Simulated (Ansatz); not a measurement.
System: GaH$_{3}$Se, charge 0, singlet. GaH3Se (SMILES [GaH2][SeH]).
B3LYP-D3(BJ)/def2-TZVP minimum from Ansatz (an electronic-structure program):
```
Ga
H 1 1.5610
H 1 1.5612 2 126.67
Se 1 2.3397 2 118.45 3 -180.00
H 4 1.4715 1 93.98 2 0.00
```
Charge 0, spin multiplicity 1.

Total energies in hartree (Ansatz). Radicals and triplets start from unrestricted determinants; spin-orbit coupling is neglected. Cores are frozen in correlated methods (noble-gas shells, and filled d and f shells in the p block). No relativity. Where a partner has so few electrons that a lower coupled-cluster level is exact, that level stands in.

```tsv
species	HF/cc-pVTZ	CCSD(T)/cc-pVTZ	HF/cc-pVQZ	CCSD(T)/cc-pVQZ	CCSDT(Q)/cc-pVTZ
1: GaH3Se (SMILES [GaH2][SeH])	-4324.94881	-4325.22906	-4324.95567	-4325.25457	-4325.23048
2: Ga (doublet)	-1923.26189	-1923.30928	-1923.26422	-1923.31345	-1923.30958
3: H (doublet)	-0.49981	-0.49981	-0.49995	-0.49995	-0.49981
4: Se (triplet)	-2399.87209	-2399.99441	-2399.87500	-2400.00700	-2399.99510
```

### Question
Work out the atomisation energy (electronic, to ground-state atoms) in kcal/mol: take Hartree-Fock from cc-pVQZ, extrapolate the CCSD(T) correlation energy as X^-3 (X = 3, 4), and add CCSDT(Q) - CCSD(T) in cc-pVTZ. 1 hartree = 627.51 kcal/mol.

### Answer

Species 1: correlation (64·(-0.29890) - 27·(-0.28025))/37 = -0.31251; step -0.00142; E1 = -4324.95567 + (-0.31251) + (-0.00142) = -4325.26960
Species 2: correlation (64·(-0.04923) - 27·(-0.04739))/37 = -0.05057; step -0.00030; E2 = -1923.26422 + (-0.05057) + (-0.00030) = -1923.31509
Species 3: correlation (64·(0.00000) - 27·(0.00000))/37 = 0.00000; step +0.00000; E3 = -0.49995 + (0.00000) + (+0.00000) = -0.49995
Species 4: correlation (64·(-0.13200) - 27·(-0.12232))/37 = -0.13906; step -0.00069; E4 = -2399.87500 + (-0.13906) + (-0.00069) = -2400.01475
-1·E1 +1·E2 +3·E3 +1·E4 = 0.43991 hartree = 276.0 kcal/mol.
